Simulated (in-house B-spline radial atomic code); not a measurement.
Checks on a self-consistent run for P3+, [Ne] 3s2. Method: Dirac-Hartree-Fock, average of configuration, Fermi nucleus of rms radius 3.1889 fm. Calculated with an all-electron radial atomic-structure program (B-spline basis).

| orbital | q | ε (Eh) | <1/r> | <r²> | small-component weight |
| --- | --- | --- | --- | --- | --- |
| 1s1/2 | 2 | -81.68940 | 14.6607 | 0.0143852 | 0.0028371 |
| 2s1/2 | 2 | -8.97784 | 2.85909 | 0.311158 | 0.00042728 |
| 2p1/2 | 2 | -6.84540 | 2.7275 | 0.287772 | 0.00039672 |
| 2p3/2 | 4 | -6.80989 | 2.71193 | 0.290121 | 0.00039452 |
| 3s1/2 | 2 | -1.83759 | 0.79535 | 3.25913 | 6.8331e-05 |

Electron-electron repulsion V_ee = 113.4704 hartree.

Q: What total energy follows from the eigenvalues?

A: The eigenvalues count the repulsion twice, so E = Σqε - V_ee = -225.940 - 113.470 = -339.410 hartree; the run printed -339.410.

Q: Does the Dirac virial theorem hold?

A: For a point nucleus E = -2c²Σq·w, with w the small-component weight. Here Σq·w = 0.009037 and c = 137.0360, so the ratio E/(-2c²Σq·w) is 1.000002.

Q: What diamagnetic shielding (Lamb formula) and susceptibility (Langevin formula) do the radii give?

A: σ = (α²/3)Σq<1/r> = 52.933/(3·137.036²) = 939.59 ppm, and χ = -0.79199×10⁻⁶·Σq<r²> = -7.053×10⁻⁶ cm³/mol with Σq<r²> = 8.9054 bohr². Both are non-relativistic formulas without the paramagnetism of open shells.
